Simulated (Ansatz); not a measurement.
Cost and result for the atomization energy of F₂GeH₆Si₂, SMILES `[F][Ge]([F])([SiH3])[SiH3]` (11 atoms, 10 bonds).

```xyz
11

F     0.0770   -2.1537   -0.7243
Ge   -0.0413   -0.6952    0.2264
F    -0.2820   -1.2951    1.8473
Si   -2.0821    0.3828   -0.4186
Si    2.1245    0.3298    0.1866
H    -2.2771    1.5738    0.4465
H    -1.9594    0.8095   -1.8355
H    -3.2043   -0.5724   -0.2549
H     2.0983    1.5160    1.0793
H     3.1316   -0.6538    0.6524
H     2.4149    0.7583   -1.2051
```

The species carries charge 0 and has multiplicity 1. Correlated methods include outer-core shells of Ge, which these sets cover unevenly. Scalar relativity is left out up to krypton. All single points use the PBE0-D4/def2-TZVP geometry. Program: Ansatz. All runs use 4 threads of an Intel Xeon Platinum 8259CL on a shared host. Times are those of one run each, without the atoms' runs, and a repeat can differ threefold. Electronic energies, without spin–orbit coupling; frozen cores. CCSD(T)/CBS adds CCSD(T) − MP2 in def2-TZVPP to the MP2 limit, and its time is that of the two runs behind it. T1 = 0.013. With those shells the extrapolation isn't a true limit. B3LYP takes the VWN-RPA correlation (the form of Gaussian; ORCA's B3LYP/G). HSE06 is the plane-wave form, built on full-range PBE exchange.

CCSD(T)/CBS is a level of theory with its own doubt, some kJ/mol a heavy atom from the limit and from the frozen cores, so smaller differences don't rank the functionals.

| level | functions | wall time | atomization (kJ/mol) | difference from CCSD(T)/CBS | per bond |
| --- | --- | --- | --- | --- | --- |
| LDA (SPW92)/def2-TZVPP | 278 | 1.9 s | 3797.3 | 403.9 | 40.4 |
| PBE-D4/def2-TZVPP (with forces) | 278 | 3.6 s | 3367.6 | -25.8 | -2.6 |
| PBE0-D4/def2-TZVPP | 278 | 5.5 s | 3322.8 | -70.6 | -7.1 |
| BHLYP-D4/def2-TZVPP | 278 | 5.5 s | 3292.7 | -100.7 | -10.1 |
| r2SCAN-D4/def2-TZVPP (with forces) | 278 | 6.5 s | 3384.3 | -9.1 | -0.9 |
| HSE06-D4/def2-TZVPP | 278 | 7.5 s | 3323.5 | -69.9 | -7.0 |
| B3LYP-D4/def2-TZVPP (with forces) | 278 | 8.5 s | 3360.8 | -32.6 | -3.3 |
| B2PLYP/def2-TZVPP | 278 | 8.5 s | 3328.0 | -65.4 | -6.5 |
| ωB97M-V/def2-TZVPP (with forces) | 278 | 16 s | 3365.8 | -27.6 | -2.8 |
| CCSD(T)/def2-SVP | 126 | 16 s | 3134.3 | -259.1 | -25.9 |
| MP2/def2-QZVPP | 523 | 32 s | 3378.8 | -14.6 | -1.5 |
| CCSD(T)/def2-TZVPP | 278 | 6.7 min | 3307.8 | -85.6 | -8.6 |
| CCSD(T)/CBS(def2) | – | 7.3 min | 3393.4 | 0.0 | 0.0 |

From r2SCAN to r2SCAN0 (25 % exact exchange), in def2-TZVPP and without D4, the atomization energy moves by −58.2 kJ/mol: exact exchange takes away binding that semilocal exchange gives to molecules. The D4 term adds +40.0 kJ/mol with B3LYP and +21.3 kJ/mol with PBE0; it sums over pairs of atoms, weighted by their polarisabilities, and B3LYP, whose exchange is more repulsive, gets the larger term. At CCSD(T), def2-SVP lies −259.1 kJ/mol from the extrapolated value and def2-TZVPP −85.6 kJ/mol: correlation converges slowly with the basis, and small sets miss more of it in the bonded molecule than in its fragments.

For some Ge, Se and Sn compounds the MP2-based and the directly extrapolated limit differ by 10 to 25 kJ/mol.
